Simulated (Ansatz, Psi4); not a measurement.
Molecule: silylphosphine, SiPH5 (charge 0, singlet). SMILES: P[SiH3]
Geometry: optimised at B3LYP-D3(BJ)/def2-TZVP (Ansatz, an electronic-structure program).

Property: vertical triplet-singlet gap, E(triplet) - E(singlet), in eV. Set-up: each state is the SCF solution reached for its charge and spin; non-relativistic; 6-31G* and kin with 6d, 5d where marked; frozen cores in correlated levels; no dispersion term unless named; 6-311+G** with 5d, 6d on Na to Ar in Ansatz; UHF or UKS for open shells; no spin-orbit coupling. First-principles rows: single points at B3LYP-D3(BJ) geometries (Ansatz). Levels can end on unlike triplets.

```csv
level,program,"vertical triplet-singlet gap, E(triplet) - E(singlet) (eV)"
HF/6-31G*,Ansatz,5.55
HF/6-311+G**,Ansatz,5.45
PBE/6-31G*,Ansatz,5.61
B3LYP/STO-3G,Ansatz,7.86
B3LYP/3-21G,Ansatz,6.03
B3LYP/6-31G*,Ansatz,5.81
wB97X-D/6-31G*,Psi4,5.97
MP2/6-31G*,Ansatz,6.08
MP2/6-311+G**,Ansatz,5.96
PBE0/def2-TZVPD,Ansatz,5.43
```

No value to compare with is used here. The 9 habitual levels span 5.45 (HF/6-311+G**) to 7.86 eV (B3LYP/STO-3G); PBE0/def2-TZVPD gives 5.43.

The levels are drawn from those run, B3LYP/6-31G* more often than the rest, none by its result; left out are runs that failed, that the program found above a lower state of the same kind, or whose <S^2> lies over 0.5 above the pure value.
